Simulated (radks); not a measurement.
Valence configurations of Ir II (all share [Xe]). Calculated with a radial shooting solver on a logarithmic mesh with Libxc functionals: Dirac Kohn-Sham, PBE, spin-unpolarised, spherical densities, point nucleus; open shells fill j = l - 1/2 first. Energies are relative to 4f14 5d7 6s1; eigenvalues in eV.

| valence | E (eV) | e(4f5/2) | e(4f7/2) | e(5d3/2) | e(5d5/2) | e(6p1/2) |
|---|---|---|---|---|---|---|
| 4f14 5d7.5 6s0.5 | -0.461 | -70.231 | -67.113 | -14.900 | -13.680 | - |
| 4f14 5d7 6s1 | 0.000 | -71.726 | -68.608 | -15.936 | -14.679 | - |
| 4f14 5d6.5 6s1.5 | 0.710 | -73.288 | -70.169 | -17.011 | -15.714 | - |
| 4f14 5d6 6s2 | 1.680 | -74.913 | -71.793 | -18.119 | -16.783 | - |
| 4f14 5d7 6s0.5 6p0.5 | 2.814 | -72.376 | -69.258 | -16.527 | -15.259 | -8.259 |
| 4f14 5d7 6p1 | 5.664 | -73.011 | -69.893 | -17.100 | -15.823 | -8.581 |
| 4f14 5d6 6s1 6p1 | 7.690 | -76.192 | -73.072 | -19.259 | -17.904 | -9.265 |
| 4f14 5d5.5 6s1.5 6p1 | 9.109 | -77.867 | -74.746 | -20.382 | -18.987 | -9.614 |
| 4f13 5d8 6s1 | 58.621 | -82.524 | -79.297 | -17.315 | -15.917 | - |
| 4f13 5d7 6s1 6p1 | 67.552 | -87.193 | -83.964 | -20.835 | -19.339 | -9.383 |

NIST lists [Xe] 4f14 5d7 6s1 as the ground configuration; this level of theory puts 4f14 5d7.5 6s0.5 lower, by 0.461 eV. The energies are those of spherical spin-averaged densities, not of single terms.
